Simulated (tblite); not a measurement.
Isomers of C5H6F2. Method: GFN2-xTB as coded in tblite; computed harmonic values from a numerical Hessian at the method's own geometry, unscaled. Against measured fundamentals such values can be off by several per cent, at times by over 20. One conformer each.

Electronic energies: GFN2-xTB at the same geometries; isomer energies are rough at this level and their order can be wrong.

| SMILES | electronic energy, lowest = 0 (kJ/mol) |
| --- | --- |
| FCC1=CC[C@@H]1F | 35.7 |
| FCCC1=C(F)C1 | 151.6 |
| CC1=CC(F)(F)C1 | 0.0 |
| CC#CCC(F)F | 39.2 |

How do GFN2-xTB zero-point energies change the relative energies?

```json
{"SMILES": "CC1=CC(F)(F)C1", "ZPE (kJ/mol)": "253.2", "of it from modes above 1550 cm⁻¹": "119.5", "electronic (kJ/mol)": "0.0", "with ZPE, lowest = 0 (kJ/mol)": "0.0", "lowest mode (cm⁻¹)": "101", "rings": "1"}
{"SMILES": "FCC1=CC[C@@H]1F", "ZPE (kJ/mol)": "254.7", "of it from modes above 1550 cm⁻¹": "117.9", "electronic (kJ/mol)": "35.7", "with ZPE, lowest = 0 (kJ/mol)": "37.2", "lowest mode (cm⁻¹)": "37", "rings": "1"}
{"SMILES": "CC#CCC(F)F", "ZPE (kJ/mol)": "249.5", "of it from modes above 1550 cm⁻¹": "121.3", "electronic (kJ/mol)": "39.2", "with ZPE, lowest = 0 (kJ/mol)": "35.4", "lowest mode (cm⁻¹)": "16", "rings": "0"}
{"SMILES": "FCCC1=C(F)C1", "ZPE (kJ/mol)": "253.0", "of it from modes above 1550 cm⁻¹": "119.0", "electronic (kJ/mol)": "151.6", "with ZPE, lowest = 0 (kJ/mol)": "151.3", "lowest mode (cm⁻¹)": "33", "rings": "1"}
```

The zero-point energies span 5.2 kJ/mol, from `CC#CCC(F)F` to `FCC1=CC[C@@H]1F`. The lowest isomer stays, but the order above it changes.

What do entropy and thermal enthalpy add at 298.15 K and 1 bar (rigid rotor, harmonic oscillator, one conformer each)?

```
         SMILES  point group  symmetry number  S (J/(mol K))  H − H(0) (kJ/mol)  ZPE + H − H(0) − TS (kJ/mol)
 CC1=CC(F)(F)C1           Cs                1          342.9              20.68                         171.7
FCC1=CC[C@@H]1F           C1                1          350.6              20.48                         170.6
   FCCC1=C(F)C1           C1                1          369.1              22.41                         165.3
```

Not tabulated: `CC#CCC(F)F` (lowest mode only 16 cm⁻¹).
